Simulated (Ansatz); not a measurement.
```yaml
crystal:
  periodic: [false, false, false]
  atoms:
    - {symbol: C, position_ang: [0.332217, 1.536272, 0.082475]}
    - {symbol: Se, position_ang: [1.070773, -0.021794, 1.018625]}
    - {symbol: Si, position_ang: [-0.275186, -1.477501, -0.062014]}
    - {symbol: F, position_ang: [0.046276, -2.940477, 0.491004]}
    - {symbol: H, position_ang: [0.509986, 1.458926, -0.988528]}
    - {symbol: H, position_ang: [-0.730996, 1.639261, 0.291516]}
    - {symbol: H, position_ang: [0.862915, 2.401286, 0.475041]}
    - {symbol: H, position_ang: [-1.705436, -1.178748, 0.199067]}
    - {symbol: H, position_ang: [-0.022147, -1.463625, -1.524388]}
basis:
  gaussian: {orbitals: cc-pVDZ}
hamiltonian: {xc: {name: HF}}
correlation: {method: mp2, frozen_orbitals: {C: 0}}
output: {forces: true}
```

```sh
$ ansatz run in.yaml --threads 4 --pin off --events-out ev --progress --plain --max-ram 10444MiB
```

Output, abridged:

```
Functional definition: HF
Error: "frozen_orbitals" has no count for Se
```

Question: Something in this input is off. What?

Answer: Frozen orbitals are typed for one element alone, and the program wants a count for each. The input was rejected before any iteration.
